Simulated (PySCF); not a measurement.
**Radial density of Sc (scandium, neutral)**

UHF, [Ar] 3d1 4s2, 2D determinant. Calculation: PySCF 2.14, in x2c-TZVPall; scalar relativity by spin-free X2C-1e.

```tsv
r (bohr)	4πr²ρ (e/bohr)	4πr²(ρα − ρβ)
0.00143	0.1923	0.0000
0.00241	0.4937	0.0000
0.00405	1.247	0.0000
0.00681	3.021	0.0000
0.0115	6.797	0.0001
0.0193	13.46	0.0001
0.0324	21.61	0.0001
0.0545	24.73	-0.0002
0.0918	19.54	-0.0013
0.154	20.69	0.0007
0.260	26.10	0.0288
0.437	11.93	0.1533
0.734	7.744	0.4147
1.24	7.049	0.5410
2.08	1.513	0.3193
3.49	0.6712	0.0694
5.88	0.1770	-0.0068
9.89	0.005121	-0.0007
```

Densities and radii are taken from the X2C orbitals without a picture-change correction, which distorts them close to the nucleus.

**Question.** Where is the radial spin density 4πr²(ρα − ρβ) most negative, and why is it negative at all?

**Answer.** Around r = 5.88 bohr, down to -0.0068 e/bohr: exchange with the open shell polarises the paired shells in an unrestricted calculation.
